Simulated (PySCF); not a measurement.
## State search for Tl₂

Unrestricted PBE0; Tl def2-SVP with ECP60; scalar-relativistic core potentials (PySCF 2.14). Outer shells of the fragments: Tl 5d10 6s2 6p1; Tl 5d10 6s2 6p1.

Followed along the bond (rough minima from three points):

```tsv
2Ms+1	unpaired	⟨S²⟩ at the start	R at minimum (Å)	Te (eV)
3	σ ↑, π ↑	2.00	3.15	0.00
1	σ ↑, π ↓	1.01	3.15	0.19
3	π ↑↑	2.00	2.91	0.28
1	none	0.00	3.43	0.33
1	π ↑↓	1.00	2.92	0.44
```

Solutions found at the starting distance of 2.860 Å, counted from the lowest of them; the search is not exhaustive and high or unbound solutions are not listed, so other states can lie among these:

```
2Ms+1  unpaired   term  E (eV)  ⟨S²⟩  ⟨Lz²⟩
    3  σ ↑, π ↑     ³Π    0.00  2.00   1.00
    3      π ↑↑    ³Σ⁻    0.14  2.00   0.00
    1  σ ↑, π ↓  mixed    0.19  1.01   1.00
    1      π ↑↓  mixed    0.31  1.00   2.01
    1      none    ¹Σ⁺    0.70  0.00   0.00
    1      none  mixed    0.74  0.00   2.00
```

A term symbol is given only where ⟨S²⟩ and ⟨Lz²⟩ are close to those of a pure state; real π, δ and φ orbitals otherwise mix terms, and g/u labels are left off.

Spin–orbit coupling is left out, which matters for elements this heavy, above all for dissociation energies.
